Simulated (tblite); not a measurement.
Species: CH12OSi5.
Numbering: `[SiH3:1][O:2][Si@@H:3]1[SiH2:4][CH2:5][SiH2:6][SiH2:7]1` (hydrogens: H8, H9, H10 on Si1; H11 on Si3; H12, H13 on Si4; H14, H15 on C5; H16, H17 on Si6; H18, H19 on Si7)

The geometry is computed with GFN2-xTB (gas phase).

List the bond lengths, angles and torsions at this level.

```tsv
bond	length (Å)
Si1–O2	1.612
O2–Si3	1.640
Si3–Si4	2.325
Si4–C5	1.917
C5–Si6	1.918
Si6–Si7	2.332
Si3–Si7	2.337
Si1–H8, Si1–H9, Si1–H10	1.462
Si3–H11	1.472
Si4–H12	1.474
Si4–H13	1.474
C5–H14	1.089
C5–H15	1.092
Si6–H16	1.472
Si6–H17	1.471
Si7–H18	1.474
Si7–H19	1.472
```

Bonds in one row agree within 0.01 Å and their mean is given. A selection of angles:
```tsv
angle	degrees
O2–Si1–H8	104.6
O2–Si1–H9	107.6
H8–Si1–H9	112.9
H8–Si1–H10	112.4
Si1–O2–Si3	154.0
O2–Si3–Si4	109.7
O2–Si3–Si7	109.5
O2–Si3–H11	99.4
Si4–Si3–Si7	102.3
Si4–Si3–H11	116.7
Si7–Si3–H11	119.1
Si3–Si4–C5	103.4
Si3–Si4–H12	115.2
Si3–Si4–H13	117.7
C5–Si4–H12	107.5
C5–Si4–H13	107.7
H12–Si4–H13	104.8
Si4–C5–Si6	115.8
Si4–C5–H14	109.8
Si4–C5–H15	107.6
Si6–C5–H14	110.0
Si6–C5–H15	107.7
H14–C5–H15	105.5
C5–Si6–Si7	104.2
C5–Si6–H16	107.6
C5–Si6–H17	107.8
Si7–Si6–H16	114.6
Si7–Si6–H17	117.3
H16–Si6–H17	104.9
Si6–Si7–H18	111.6
Si6–Si7–H19	112.3
Si3–Si7–Si6	100.3
Si3–Si7–H18	113.6
Si3–Si7–H19	116.5
H18–Si7–H19	102.9
```

Dihedral angles: Si1–O2–Si3–Si4 49° (synclinal); O2–Si3–Si4–C5 -135° (anticlinal); Si3–Si4–C5–Si6 39° (synclinal); Si4–C5–Si6–Si7 -40° (synclinal); C5–Si6–Si7–Si3 21° (synperiplanar); O2–Si3–Si7–Si6 115° (anticlinal).

Si4 (SiH2 silicon) is distorted tetrahedral (angles from 103.4° to 117.7°). Si3 (oxygen-bound silicon) is distorted tetrahedral (angles from 99.4° to 119.1°). The 5-membered ring Si3–Si4–C5–Si6–Si7 has internal angles of 100.3° to 115.8° (sum 526°, against 540° for a flat polygon); it is puckered, 0.20 Å rms from its mean plane, widest ring torsion 40°. Si6 (SiH2 silicon) is distorted tetrahedral (angles from 104.2° to 117.3°). Si7 (SiH2 silicon) is distorted tetrahedral (angles from 100.3° to 116.5°). Si1 (oxygen-bound silicon) is distorted tetrahedral (angles from 104.6° to 112.9°). The O–Si distances run from 1.612 Å (Si1–O2, drawn single) to 1.640 Å (O2–Si3, drawn single), a spread of 0.028 Å.

Point group: C1 (no symmetry element, even within 0.4 Å). Its lowest GFN2-xTB frequency is 16i cm⁻¹, too small to tell a flat minimum from a shallow saddle. The numbers are those of one conformer. 3 starts were optimised and ended at 0.00, 0.01 and 0.02 kcal/mol (GFN2-xTB); the lowest of these is shown.
